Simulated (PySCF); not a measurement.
## State search for SnI

Unrestricted PBE0; basis Sn def2-TZVPPD with ECP28, I def2-TZVPPD with ECP28; scalar-relativistic core potentials; PySCF 2.14. Outer shells of the fragments: Sn 4d10 5s2 5p2; I 4d10 5s2 5p5.

Followed along the bond (rough minima from three points):

```tsv
2Ms+1	unpaired	⟨S²⟩ at the start	R at minimum (Å)	Te (eV)
2	π ↑	0.75	2.72	0.00
4	σ ↑, π ↑↑	3.76	none in the scan	≤ 2.81
```

Solutions found at the starting distance of 2.660 Å, counted from the lowest of them; the search is not exhaustive and high or unbound solutions are not listed, so other states can lie among these:

```json
{"2Ms+1": "2", "unpaired": "π ↑", "term": "²Π", "E (eV)": "0.00", "⟨S²⟩": "0.75", "⟨Lz²⟩": "1.01", "μ (D)": "-1.90"}
{"2Ms+1": "2", "unpaired": "σ ↑", "term": "²Σ⁺", "E (eV)": "2.34", "⟨S²⟩": "0.75", "⟨Lz²⟩": "0.00", "μ (D)": "-1.31"}
{"2Ms+1": "4", "unpaired": "σ ↑, π ↑↑", "term": "⁴Σ⁻", "E (eV)": "2.83", "⟨S²⟩": "3.76", "⟨Lz²⟩": "0.00", "μ (D)": "0.05"}
{"2Ms+1": "2", "unpaired": "σ ↓, π ↑↑", "term": "mixed", "E (eV)": "3.39", "⟨S²⟩": "1.77", "⟨Lz²⟩": "0.00", "μ (D)": "0.72"}
{"2Ms+1": "4", "unpaired": "π ↑↑↑", "term": "⁴Π", "E (eV)": "3.44", "⟨S²⟩": "3.76", "⟨Lz²⟩": "1.01", "μ (D)": "3.20"}
{"2Ms+1": "2", "unpaired": "π ↑↑↓", "term": "mixed", "E (eV)": "3.71", "⟨S²⟩": "1.76", "⟨Lz²⟩": "3.03", "μ (D)": "3.22"}
{"2Ms+1": "4", "unpaired": "σ ↑↑, π ↑", "term": "⁴Π", "E (eV)": "4.80", "⟨S²⟩": "3.76", "⟨Lz²⟩": "1.01", "μ (D)": "0.19"}
{"2Ms+1": "4", "unpaired": "σ ↑, π ↑↑", "term": "mixed", "E (eV)": "5.24", "⟨S²⟩": "3.76", "⟨Lz²⟩": "2.01", "μ (D)": "2.38"}
{"2Ms+1": "4", "unpaired": "σ ↑, π ↑↑", "term": "mixed", "E (eV)": "5.41", "⟨S²⟩": "3.76", "⟨Lz²⟩": "2.02", "μ (D)": "2.38"}
```

A term symbol is given only where ⟨S²⟩ and ⟨Lz²⟩ are close to those of a pure state; real π, δ and φ orbitals otherwise mix terms. A positive dipole means Sn(−)I(+).

Spin–orbit coupling is left out. Counting both spins, an empty level lies below a filled one in some of these solutions, because spin and occupation are held.
